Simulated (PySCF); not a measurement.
Si(CCH)2(F)(Me) (C5H5FSi), SMILES C[Si](C#C)(C#C)F.

Coordinates come from a ωB97X-D3(BJ)/def2-SVP optimisation.

Vertical ionisation energy (IE) and electron affinity (EA) in eV. Rows of orbital energies are one-electron estimates. Where ΔSCF, EOM or ADC give a negative EA the extra electron is unbound and the value depends on the basis.

| level | IE | EA |
|---|---|---|
| −ε(HOMO), −ε(LUMO), r2SCAN/def2-TZVP (PySCF) | ___ | ___ |
| −ε(HOMO), −ε(LUMO), PBE/def2-TZVP (PySCF) | 7.12 | 1.85 |

Task: Some entries are withheld; supply them. (The exact figures need the calculation; the answer reports its results.)

Result: 
- −ε(HOMO), −ε(LUMO), r2SCAN/def2-TZVP (PySCF), IE: 7.35
- −ε(HOMO), −ε(LUMO), r2SCAN/def2-TZVP (PySCF), EA: 1.62
